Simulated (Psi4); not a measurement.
C2H2ClF, singlet, at a GFN2-xTB geometry; FNO-CCSD(T)/def2-SVP run with Psi4.

The Psi4 input:
```
memory 2 GB

molecule {
0 1
  F    -1.77545476    0.25427526   -0.09105170
  C    -1.01701256   -0.81297217    0.17249041
  C     0.30510086   -0.78151982    0.18855004
  Cl    1.23400495    0.62624313   -0.12488641
  H    -1.60256976   -1.69877931    0.36969530
  H     0.87504871   -1.66887941    0.40659637
}

set basis def2-svp
set freeze_core true

energy('fno-ccsd(t)')
print_variables()
```

### Question
Predict the main parts of the log of this Psi4 run.

### Answer

```
   => Loading Basis Set <=

    Name: DEF2-SVP
    Role: ORBITAL
    Keyword: BASIS

         ---------------------------------------------------------
                                   SCF
               by Justin Turney, Rob Parrish, Andy Simmonett
                          and Daniel G. A. Smith
                              RHF Reference
         ---------------------------------------------------------

  ==> Geometry <==

    Molecular point group: c1
    Full point group: C1

    Geometry (in Angstrom), charge = 0, multiplicity = 1:

       Center              X                  Y                   Z               Mass
    ------------   -----------------  -----------------  -----------------  -----------------
         F            0.214391739407     1.777529405365     0.000000002450    18.998403162730
         C           -0.884835382538     1.018974314613     0.000000002450    12.000000000000
         C           -0.857876821100    -0.303335896096     0.000000002450    12.000000000000
         CL           0.584268125171    -1.232378249245    -0.000000003246    34.968852682000
         H           -1.792272421075     1.604618672120     0.000000007161     1.007825032230
         H           -1.771580566675    -0.873368580275     0.000000000952     1.007825032230

  Running in c1 symmetry.

  Rotational constants: A =      0.55904  B =      0.12274  C =      0.10064 [cm^-1]
  Rotational constants: A =  16759.57634  B =   3679.57209  C =   3017.15453 [MHz]
  Nuclear repulsion =  145.371414486760216

  Charge       = 0
  Multiplicity = 1
  Electrons    = 40
  Nalpha       = 20
  Nbeta        = 20

  ==> Algorithm <==

  SCF Algorithm Type is PK.
  DIIS enabled.
  MOM disabled.
  Fractional occupation disabled.
  Guess Type is SAD.
  Energy threshold   = 1.00e-08
  Density threshold  = 1.00e-08
  Integral threshold = 1.00e-12

  ==> Primary Basis <==

  Basis Set: DEF2-SVP
    Blend: DEF2-SVP
    Number of shells: 32
    Number of basis functions: 70
    Number of Cartesian functions: 74
    Spherical Harmonics?: true
    Max angular momentum: 2

  ==> Integral Setup <==

  Using in-core PK algorithm.
   Calculation information:
      Number of atoms:                   6
      Number of AO shells:              32
      Number of primitives:             64
      Number of atomic orbitals:        74
      Number of basis functions:        70

      Integral cutoff                 1.00e-12
      Number of threads:                 1

  Performing in-core PK
  Using 6177710 doubles for integral storage.
  We computed 128053 shell quartets total.
  Whereas there are 139656 unique shell quartets.

  ==> DiskJK: Disk-Based J/K Matrices <==

    J tasked:                  Yes
    K tasked:                  Yes
    wK tasked:                  No
    Schwarz Cutoff:          1E-12

  Minimum eigenvalue in the overlap matrix is 3.0137532230E-03.
  Reciprocal condition number of the overlap matrix is 6.5062260064E-04.
    Using symmetric orthogonalization.

  ==> Pre-Iterations <==

  SCF Guess: Superposition of Atomic Densities via on-the-fly atomic UHF (no occupation information).

   -------------------------
    Irrep   Nso     Nmo
   -------------------------
     A         70      70
   -------------------------
    Total      70      70
   -------------------------

  ==> Iterations <==

                        Total Energy        Delta E     RMS |[F,P]|

   @RHF iter SAD:  -635.03945019596063   -6.35039e+02   0.00000e+00
   @RHF iter   1:  -635.47317131481725   -4.33721e-01   3.62325e-03 ADIIS/DIIS
   @RHF iter   2:  -635.50714073928998   -3.39694e-02   1.24181e-03 ADIIS/DIIS
   @RHF iter   3:  -635.51038593663429   -3.24520e-03   4.71718e-04 ADIIS/DIIS
   @RHF iter   4:  -635.51098789679497   -6.01960e-04   1.08895e-04 ADIIS/DIIS
   @RHF iter   5:  -635.51104248623449   -5.45894e-05   2.76615e-05 DIIS
   @RHF iter   6:  -635.51104729030828   -4.80407e-06   1.11002e-05 DIIS
   @RHF iter   7:  -635.51104785233395   -5.62026e-07   2.24231e-06 DIIS
   @RHF iter   8:  -635.51104788042414   -2.80902e-08   8.58799e-07 DIIS
   @RHF iter   9:  -635.51104788283681   -2.41266e-09   1.63509e-07 DIIS
   @RHF iter  10:  -635.51104788301416   -1.77351e-10   5.86906e-08 DIIS
   @RHF iter  11:  -635.51104788303689   -2.27374e-11   1.73560e-08 DIIS
   @RHF iter  12:  -635.51104788303849   -1.59162e-12   4.48559e-09 DIIS
  Energy and wave function converged.

  ==> Post-Iterations <==

    Orbital Energies [Eh]
    ---------------------

    Doubly Occupied:

[...]
    Virtual:

[...]
    Final Occupation by Irrep:
              A
    DOCC [    20 ]
    NA   [    20 ]
    NB   [    20 ]

  @RHF Final Energy:  -635.51104788303849

   => Energetics <=

    Nuclear Repulsion Energy =            145.3714144867602158
    One-Electron Energy =               -1166.2149081595409825
    Two-Electron Energy =                 385.3324457897422803
    Total Energy =                       -635.5110478830386000

Computation Completed

Properties will be evaluated at   0.000000,   0.000000,   0.000000 [a0]

Properties computed using the SCF density matrix

 Multipole Moments:

 ------------------------------------------------------------------------------------
     Multipole            Electronic (a.u.)      Nuclear  (a.u.)        Total (a.u.)
 ------------------------------------------------------------------------------------

 L = 1.  Multiply by 2.5417464519 to convert [e a0] to [Debye]
 Dipole X            :          3.0643104           -4.0781092           -1.0137987
 Dipole Y            :         -0.1256975            0.1368445            0.0111471
 Dipole Z            :         -0.0000000            0.0000000            0.0000000
 Magnitude           :                                                    1.0138600

 ------------------------------------------------------------------------------------

 MINTS: Wrapper to libmints.
   by Justin Turney

   Calculation information:
[...]
      * MP2 total energy:                   -636.089349644291
[...]
        *                                                        *
        **********************************************************

        CC integral sort will use                     74.42 mb

        Number of (ab|cd) temporary files:                2
        Number of (ab|ci) temporary files:                3
        Starting temporary file number:                 270

        *****************************************************
        *                                                   *
        *                       CCSD                        *
        *                  Eugene DePrince                  *
        *                                                   *
        *****************************************************

  ==> Input parameters <==

        Freeze core orbitals?                 yes
        Use frozen natural orbitals?          yes
        r_convergence:                  1.000e-07
        e_convergence:                  1.000e-06
        Number of DIIS vectors:                 8
        Number of frozen core orbitals:         8
        Number of active occupied orbitals:    12
        Number of active virtual orbitals:     50
        Number of frozen virtual orbitals:      0

  ==> Memory <==

        minimum memory requirements for CCSD =          8.30 mb
        (T) algorithm:                                  6.22 mb (low-memory)
        memory requirements for CCSD(T) =               6.22 mb

  ==> Define tiling <==

        v(ab,cd) diagrams will be evaluated in   1 blocks.
        v(ab,ci) diagrams will be evaluated in   1 blocks over ov2.
        v(ab,ci) diagrams will be evaluated in   1 blocks over ov.

  Allocate cpu memory (    20.70 mb).....done.
  Initialize cpu memory..................done.

  ==> MP4(SDQ) <==

  Begin singles and doubles coupled cluster iterations

   Iter  DIIS          Energy       d(Energy)          |d(T)|     time
      0   0 1   -0.6070839674   -0.6070839674    0.0197796919        0
      1   1 1   -0.6082782803   -0.0011943129    0.0101313572        0
      2   2 1   -0.6095089624   -0.0012306821    0.0045779745        1
      3   3 1   -0.6101229769   -0.0006140144    0.0024865627        0
      4   4 1   -0.6100685733    0.0000544036    0.0003432519        0
      5   5 1   -0.6100503810    0.0000181923    0.0001224140        1
      6   6 1   -0.6100505938   -0.0000002128    0.0000237218        0
      7   7 1   -0.6100512472   -0.0000006534    0.0000094411        0
      8   8 1   -0.6100513916   -0.0000001444    0.0000032294        0
      9   8 2   -0.6100513113    0.0000000803    0.0000013732        1
     10   8 3   -0.6100512670    0.0000000442    0.0000005487        0
     11   8 4   -0.6100512698   -0.0000000028    0.0000001291        0
     12   8 5   -0.6100512663    0.0000000035    0.0000000593        1

  CCSD iterations converged!

        T1 diagnostic:                         0.011394806903
        D1 diagnostic:                         0.033657592841

        OS MP2 FNO correction:                -0.000000000000
        SS MP2 FNO correction:                 0.000000000000
        MP2 FNO correction:                   -0.000000000000

        OS MP2 correlation energy:            -0.427804726950
        SS MP2 correlation energy:            -0.150497034302
        MP2 correlation energy:               -0.578301761252
      * MP2 total energy:                   -636.089349644291

        OS MP2.5 correlation energy:          -0.444932186314
        SS MP2.5 correlation energy:          -0.145841987907
        MP2.5 correlation energy:             -0.590774174221
      * MP2.5 total energy:                 -636.101822057259

        OS MP3 correlation energy:            -0.462059645678
        SS MP3 correlation energy:            -0.141186941511
        MP3 correlation energy:               -0.603246587189
      * MP3 total energy:                   -636.114294470228

        OS MP4(SDQ) correlation energy:       -0.471900529623
        SS MP4(SDQ) correlation energy:       -0.132634372933
        MP4(SDQ) correlation energy:          -0.610832480097
      * MP4(SDQ) total energy:              -636.121880363135

        OS CCSD correlation energy:           -0.473511513031
        SS CCSD correlation energy:           -0.136539753291
        CCSD correlation energy:              -0.610051266321
      * CCSD total energy:                  -636.121099149360

  Total time for CCSD iterations:        3.00 s (user)
                                         1.00 s (system)
                                            4 s (total)

  Time per iteration:                    0.23 s (user)
                                         0.08 s (system)
                                         0.33 s (total)

        ==> Resort (ov|vv) integrals for low-memory (T) computation <==

        *******************************************************
        *                                                     *
        *                      CCSD(T)                        *
        *                                                     *
        *******************************************************

        Using low-memory algorithm.

        num_threads:                      1
        memory requirements:        6.22 mb

        Number of abc combinations: 22100

        Computing (T) correction...

        % complete  total time
              10.0
              20.0
              30.0
              40.0
              50.0
              60.0
              70.0
              80.0
              90.0

        (T) energy                            -0.016914565114

        CCSD(T) correlation energy            -0.626965831435
      * CCSD(T) total energy                -636.138013714474

  Variable Map:
  ----------------------------------------------------------------------------
[...]
  Array Variable Map:
  ----------------------------------------------------------------------------
[...]
[...]
```
